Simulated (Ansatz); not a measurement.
Geometry optimisation, Ansatz, RKS PBE-D4/def2-SVP.

Input file:

```yaml
crystal:
  periodic: [false, false, false]
  atoms:
    - { symbol: Ge, position_ang: [0.328836, 0.389373, -0.430894] }
    - { symbol: O, position_ang: [-0.101508, -0.185395, 2.454842] }
    - { symbol: H, position_ang: [-0.932503, 0.04041, 2.916953] }
    - { symbol: Cl, position_ang: [2.038924, -0.045992, -1.70488] }
    - { symbol: Cl, position_ang: [-1.062778, 1.640894, -1.543726] }
    - { symbol: H, position_ang: [-0.378372, -0.9388, -0.131113] }
    - { symbol: H, position_ang: [0.867122, 1.278078, 0.716433] }
    - { symbol: H, position_ang: [0.37118, 0.684432, 2.414484] }
basis:
  gaussian: { orbitals: def2-SVP }
hamiltonian:
  xc: pbe
  dispersion: d4
relax:
  f_tol: 0.03
  max_steps: 50
output:
  orbitals: {}
```

Command:

```bash
$ ansatz run input.yaml --threads 2 --pin off --max-ram 3072MiB --backend cpu --events-out ev --progress --plain --runs-dir out
```

Question: Where does it end, and by what steps?

Answer: It converged. After 17 steps the energy has fallen by 0.295 eV; Cl5 moved furthest, 1.20 Å.

```json
{"step": "0", "energy less start (eV)": "0.0000", "largest force component (eV/Å)": "0.635", "accepted": "yes"}
{"step": "1", "energy less start (eV)": "-0.0437", "largest force component (eV/Å)": "0.417", "accepted": "yes"}
{"step": "2", "energy less start (eV)": "-0.0535", "largest force component (eV/Å)": "0.677", "accepted": "yes"}
{"step": "3", "energy less start (eV)": "-0.0968", "largest force component (eV/Å)": "0.140", "accepted": "yes"}
{"step": "4", "energy less start (eV)": "-0.1068", "largest force component (eV/Å)": "0.151", "accepted": "yes"}
{"step": "5", "energy less start (eV)": "-0.1203", "largest force component (eV/Å)": "0.618", "accepted": "yes"}
{"step": "6", "energy less start (eV)": "-0.1462", "largest force component (eV/Å)": "0.435", "accepted": "yes"}
{"step": "7", "energy less start (eV)": "-0.1643", "largest force component (eV/Å)": "0.335", "accepted": "yes"}
{"step": "8", "energy less start (eV)": "-0.2103", "largest force component (eV/Å)": "0.089", "accepted": "yes"}
{"step": "9", "energy less start (eV)": "-0.2357", "largest force component (eV/Å)": "0.539", "accepted": "yes"}
{"step": "10", "energy less start (eV)": "-0.2508", "largest force component (eV/Å)": "0.928", "accepted": "yes"}
{"step": "11", "energy less start (eV)": "-0.2725", "largest force component (eV/Å)": "0.609", "accepted": "yes"}
{"step": "12", "energy less start (eV)": "-0.2537", "largest force component (eV/Å)": "0.686", "accepted": "no"}
{"step": "13", "energy less start (eV)": "-0.2925", "largest force component (eV/Å)": "0.119", "accepted": "yes"}
{"step": "14", "energy less start (eV)": "-0.2917", "largest force component (eV/Å)": "0.056", "accepted": "no"}
{"step": "15", "energy less start (eV)": "-0.2942", "largest force component (eV/Å)": "0.044", "accepted": "yes"}
{"step": "16", "energy less start (eV)": "-0.2949", "largest force component (eV/Å)": "0.134", "accepted": "yes"}
{"step": "17", "energy less start (eV)": "-0.2954", "largest force component (eV/Å)": "0.015", "accepted": "yes"}
```

```xyz
8
Properties=species:S:1:pos:R:3
Ge 0.628 0.196 -0.252
O -0.389 0.085 2.306
H -1.219 0.417 1.904
Cl 1.439 0.247 -2.283
Cl -1.235 1.359 -0.386
H 0.298 -1.276 0.035
H 1.655 0.958 0.607
H -0.046 0.877 2.761
```

Whether the end is a true minimum wasn't checked by a vibrational analysis.

The run took 32 s on 2 threads of Arm Neoverse V1 (shared host), peak memory 0.15 GiB.
